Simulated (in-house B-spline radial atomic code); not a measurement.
# RPA and G0W0 on PBEsol: the scandium ion Sc⁶⁺

Configuration [Ne] 3s2 3p3, highest spin, mean-field start PBEsol. Computed with a B-spline radial code for spherical atoms: all electrons, non-relativistic, point nucleus, each spin shell either full or empty, empty states to l = 9 with an (l + 1/2)⁻⁴ tail; G0W0 by contour deformation at full frequency.

Command:
```bash
python run_gw.py task.json out
```
Settings (radii: box in bohr, nucleus in fm):
```
Z                        21
electrons                15
configuration            [Ne] 3s2 3p3
hamiltonian              nr
method                   pbesol
lmax                     9
spin_polarised           True
box_radius               9.29
intervals                48
```

Time taken, with all properties: 1.9 s on 1 thread of Arm Neoverse N1 (shared host).

Energies (hartree):

| term | value |
| --- | --- |
| mean-field total | -747.72464 |
| Hartree-Fock functional on these orbitals | -748.21779 |
| direct second order | -1.1044 |
| second-order exchange | 0.40238 |
| SOSEX correction | 0.36333 |

Question: What is the RPA correlation energy, and what remains with SOSEX?

Answer: RPA gives -0.96731 hartree (-1.75 eV per electron); RPA + SOSEX gives -0.60398, and the second-order doubles -0.70204 hartree (no singles). RPA lacks exchange-type terms and so overcorrelates at short range.

Quasi-particle levels (eV):

```
  level  occupied  mean field  Σx - vxc     Σc  QP weight     G0W0
  3p up       yes     -126.17    -10.56      ?          ?        ?
3s down       yes     -142.04     -7.16  -3.25      0.956  -152.45
2p down       yes     -494.26    -37.19   8.11      0.911  -523.34
3p down        no     -119.93     12.06  -3.62      0.949  -111.49
```

G0W0 = mean field + (Σx - vxc) + Σc, with Σc (partial-wave tail included) taken at the quasi-particle energy. Only the outer levels were computed. Levels of low weight are left out.

Question: Where does G0W0 put 3p up?

Answer: At -136.85 eV, with Σc = -0.12 eV and a quasi-particle weight of 0.948. The tabulated removal energy is 137.99 ± 0.25 eV (NIST, semi-empirical); the calculation leaves out relativity, Breit and QED terms, and what these don't explain is the method's own error.
